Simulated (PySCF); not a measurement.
Species: C2H8BClS.
Bonds: C1–S2, S2–C3, S2–B4, B4–Cl5. Hydrogens: H6, H7, H8 on C1; H9, H10, H11 on C3; H12, H13 on B4.

Method: PBE0-D3(BJ)/def2-SVP geometry optimisation, gas phase in PySCF.

List the bond lengths, angles and torsions at this level.

```
                  bond  length (Å)
          C1–S2, S2–C3       1.799
                 S2–B4       1.970
                B4–Cl5       1.849
C1–H6 and 5 like bonds       1.098
        B4–H12, B4–H13       1.215
```

Bonds in one row agree within 0.01 Å and their mean is given. A selection of angles:
```
     angle  degrees
  S2–C1–H6    109.5
  S2–C1–H8    106.7
  H6–C1–H7    111.9
  H6–C1–H8    109.9
  C1–S2–C3    100.7
  C1–S2–B4    103.5
 S2–B4–Cl5    108.1
 S2–B4–H12    102.1
Cl5–B4–H12    113.6
H12–B4–H13    115.5
```

Dihedral angles: C1–S2–B4–Cl5 52° (synclinal).

Of the pairs four or more bonds apart, Cl5···H11 is among the closest relative to their van der Waals radii: 2.70 Å, 92 % of the sum of Bondi's values. S2 (sulfur bonded to B and 2 C) is pyramidal (angles 103.5°, 103.5° and 100.7°, sum 307.7°, 0.80 Å off the plane of its three neighbours). B4 (four-coordinate boron) is distorted tetrahedral (angles from 102.1° to 115.5°).

Point group: Cs (every atom within 0.08 Å of its image). No frequency check. One conformer, not necessarily the lowest.

Hardware: one thread, Arm Neoverse V2 (aarch64) (shared host). Cost: 34 s, 0.50 GiB resident at most. This is the geometry optimisation.
